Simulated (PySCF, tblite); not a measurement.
Isomers of C5H9NOSi, one GFN2-xTB conformer each. Single-point energies are computed at PBE0/pcSseg-1 (PySCF, gas phase, no added dispersion term), electronic only.

```
                    SMILES  GFN2-xTB relative energy (kJ/mol)
    C=CC[C@@H](C#N)O[SiH3]                              216.1
         C=CC[Si@H](O)CC#N                              235.1
         C[Si](C)(C=O)CC#N                              418.6
[H]/N=C/[C@H]1OC=C[Si@H]1C                              348.8
         Cn1ccc(O[SiH3])c1                                0.0
CO[C@@H]1C[C@]1([SiH3])C#N                              335.7
         C#CCNC(=O)C[SiH3]                              325.5
     C=C[C@H](C#N)CO[SiH3]                              211.3
  C=C1[SiH2][C@@H]1NC(C)=O                              378.2
     CC(/C=N/[SiH3])=C\C=O                              275.7
```

Conformers: `[CH2:1]=[CH:2][CH2:3][C@@H:4]([C:5]#[N:6])[O:7][SiH3:8]` with C1–C2–C3–C4 -116°, C2–C3–C4–C5 170°, C3–C4–O7–Si8 153°; `[CH2:1]=[CH:2][CH2:3][Si@H:4]([OH:5])[CH2:6][C:7]#[N:8]` with C1–C2–C3–Si4 98°, C2–C3–Si4–O5 55°, C3–Si4–O5–H 57°, C3–Si4–C6–C7 -58°; `[CH3:1][Si:2]([CH3:3])([CH:4]=[O:5])[CH2:6][C:7]#[N:8]` with C1–Si2–C4–O5 -142°, C1–Si2–C6–C7 61°; `[H]/[N:8]=[CH:7]/[C@@H:6]1[Si@H:2]([CH3:1])[CH:3]=[CH:4][O:5]1` with O5–C6–C7–N8 161°; `[CH3:1][n:2]1[cH:3][cH:4][c:5]([O:6][SiH3:7])[cH:8]1` with C4–C5–O6–Si7 0°; `[CH3:1][O:2][C@@H:3]1[CH2:4][C@:5]1([SiH3:6])[C:7]#[N:8]` with C1–O2–C3–C4 152°; `[CH:1]#[C:2][CH2:3][NH:4][C:5](=[O:6])[CH2:7][SiH3:8]` with C2–C3–N4–C5 -120°, C3–N4–C5–O6 -4°, N4–C5–C7–Si8 87°; `[CH2:1]=[CH:2][C@H:3]([C:4]#[N:5])[CH2:6][O:7][SiH3:8]` with C1–C2–C3–C4 -115°, C2–C3–C6–O7 -71°, C3–C6–O7–Si8 178°; `[CH2:1]=[C:2]1[SiH2:3][C@@H:4]1[NH:5][C:6]([CH3:7])=[O:8]` with Si3–C4–N5–C6 128°, C4–N5–C6–C7 180°; `[CH3:1][C:2](/[CH:3]=[N:4]/[SiH3:5])=[CH:6]\[CH:7]=[O:8]` with C1–C2–C3–N4 177°, C2–C6–C7–O8 2°.

Q: What does PBE0/pcSseg-1 give for the same structures?

A: 
| SMILES | PBE0/pcSseg-1 E (Eh) | PBE0/pcSseg-1 (kJ/mol) | GFN2-xTB (kJ/mol) | point group |
| --- | --- | --- | --- | --- |
| C=CC[Si@H](O)CC#N | -614.88337 | 0.0 | 235.1 | C1 |
| Cn1ccc(O[SiH3])c1 | -614.86720 | 42.5 | 0.0 | near Cs |
| C[Si](C)(C=O)CC#N | -614.86203 | 56.0 | 418.6 | C1 |
| [H]/N=C/[C@H]1OC=C[Si@H]1C | -614.83373 | 130.3 | 348.8 | C1 |
| C=C[C@H](C#N)CO[SiH3] | -614.83091 | 137.7 | 211.3 | C1 |
| C=CC[C@@H](C#N)O[SiH3] | -614.82973 | 140.8 | 216.1 | C1 |
| CC(/C=N/[SiH3])=C\C=O | -614.82356 | 157.0 | 275.7 | near Cs |
| C#CCNC(=O)C[SiH3] | -614.80534 | 204.9 | 325.5 | C1 |
| C=C1[SiH2][C@@H]1NC(C)=O | -614.80370 | 209.2 | 378.2 | C1 |
| CO[C@@H]1C[C@]1([SiH3])C#N | -614.79733 | 225.9 | 335.7 | C1 |

GFN2-xTB puts Cn1ccc(O[SiH3])c1 lowest instead; measured from each level's own lowest isomer, the values differ by up to 362.6 kJ/mol (C[Si](C)(C=O)CC#N: 418.6 against 56.0). As drawn, the lowest has an O–H bond, an Si–O bond and a C=C bond outside aromatic rings, which the highest lacks; the highest has a three-membered ring, which the lowest lacks. Neighbours under 10 kJ/mol apart ([H]/N=C/[C@H]1OC=C[Si@H]1C and C=C[C@H](C#N)CO[SiH3]; C=C[C@H](C#N)CO[SiH3] and C=CC[C@@H](C#N)O[SiH3]; C#CCNC(=O)C[SiH3] and C=C1[SiH2][C@@H]1NC(C)=O) can change places with a better method, another conformer or zero-point energy.

Q: Which frontier levels, dipoles and rotational constants go with these structures?

A: 
| SMILES | HOMO (eV, PBE0/pcSseg-1) | LUMO (eV) | dipole (D) | A, B, C (MHz) |
| --- | --- | --- | --- | --- |
| C=CC[Si@H](O)CC#N | -7.36 | -0.09 | 4.82 | 1799, 1482, 974.6 |
| Cn1ccc(O[SiH3])c1 | -5.75 | 0.57 | 2.31 | 6557, 852.6, 764.6 |
| C[Si](C)(C=O)CC#N | -7.13 | -1.76 | 2.56 | 2612, 996.3, 961.2 |
| [H]/N=C/[C@H]1OC=C[Si@H]1C | -6.77 | -0.26 | 1.82 | 2262, 1721, 1104 |
| C=C[C@H](C#N)CO[SiH3] | -8.19 | -0.37 | 3.52 | 2734, 885.0, 697.7 |
| C=CC[C@@H](C#N)O[SiH3] | -7.98 | -0.44 | 3.45 | 1950, 1178, 777.7 |
| CC(/C=N/[SiH3])=C\C=O | -7.36 | -2.77 | 2.46 | 4896, 684.6, 607.2 |
| C#CCNC(=O)C[SiH3] | -7.41 | 0.37 | 3.34 | 4195, 724.8, 685.5 |
| C=C1[SiH2][C@@H]1NC(C)=O | -6.48 | -0.84 | 3.89 | 3073, 938.3, 829.6 |
| CO[C@@H]1C[C@]1([SiH3])C#N | -7.70 | 0.10 | 4.23 | 2218, 1324, 1109 |

Q: What happens when harmonic zero-point energies from GFN2-xTB frequencies are added?

A: 
| SMILES | ZPE (kJ/mol) | electronic (kJ/mol) | with ZPE (kJ/mol) |
| --- | --- | --- | --- |
| C=CC[Si@H](O)CC#N | 333.0 | 0.0 | 0.0 |
| Cn1ccc(O[SiH3])c1 | 331.1 | 42.5 | 40.6 |
| C[Si](C)(C=O)CC#N | 332.2 | 56.0 | 55.3 |
| [H]/N=C/[C@H]1OC=C[Si@H]1C | 337.5 | 130.3 | 134.9 |
| C=C[C@H](C#N)CO[SiH3] | 324.5 | 137.7 | 129.3 |
| C=CC[C@@H](C#N)O[SiH3] | 324.5 | 140.8 | 132.4 |
| CC(/C=N/[SiH3])=C\C=O | 319.6 | 157.0 | 143.7 |
| C#CCNC(=O)C[SiH3] | 321.4 | 204.9 | 193.3 |
| C=C1[SiH2][C@@H]1NC(C)=O | 329.2 | 209.2 | 205.4 |
| CO[C@@H]1C[C@]1([SiH3])C#N | 325.1 | 225.9 | 218.0 |

The zero-point energies span 17.9 kJ/mol. The lowest isomer stays, but the order above it changes.
